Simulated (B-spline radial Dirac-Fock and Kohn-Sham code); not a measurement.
Levels of muonic ¹²⁷I

Nucleus: ¹²⁷I, Gaussian distribution, rms radius 4.75 fm (measured, Angeli and Marinova 2013).

Model: the Dirac equation of a negative muon with reduced mass in the field of a spherical finite nucleus, with the Uehling potential to all orders; nuclear polarisation, deformation, hyperfine structure, self-energy, higher-order vacuum polarisation, relativistic recoil and electron screening are left out. Program: a B-spline atomic structure program.

| level | binding (keV) | point nucleus, no QED (keV) | vacuum polarisation (keV) | ⟨r⟩ (fm) |
| --- | --- | --- | --- | --- |
| 1s1/2 | 5760 | 8215 | 39.768 | 9.8 |
| 2s1/2 | 1713 | 2074 | 8.869 | 33.2 |
| 2p1/2 | 2039 | 2074 | 12.042 | 23.2 |
| 2p3/2 | 1983 | 1993 | 11.161 | 24.1 |
| 3s1/2 | 801.6 | 912.6 | 3.078 | 71.2 |
| 3p1/2 | 900.1 | 912.6 | 3.791 | 58.7 |
| 3p3/2 | 884.7 | 888.4 | 3.580 | 59.8 |
| 3d3/2 | 891.5 | 888.4 | 3.158 | 49.6 |
| 3d5/2 | 883.9 | 880.9 | 3.061 | 50.2 |
| 4d3/2 | 500.6 | 499.3 | 1.310 | 99.7 |
| 4d5/2 | 497.4 | 496.2 | 1.272 | 100.5 |
| 4f5/2 | 497.2 | 496.2 | 1.059 | 86.0 |
| 4f7/2 | 495.7 | 494.6 | 1.045 | 86.5 |

Q: By how much does the finite nuclear size lower the 1s binding energy?

A: By 2495 keV, 30.37 % of the point-nucleus value (point value plus vacuum polarisation less the binding energy). The 1s orbit has ⟨r⟩ = 9.8 fm.

Values without a named source are computed, but for edge energies of neutral atoms, which are taken from tables.
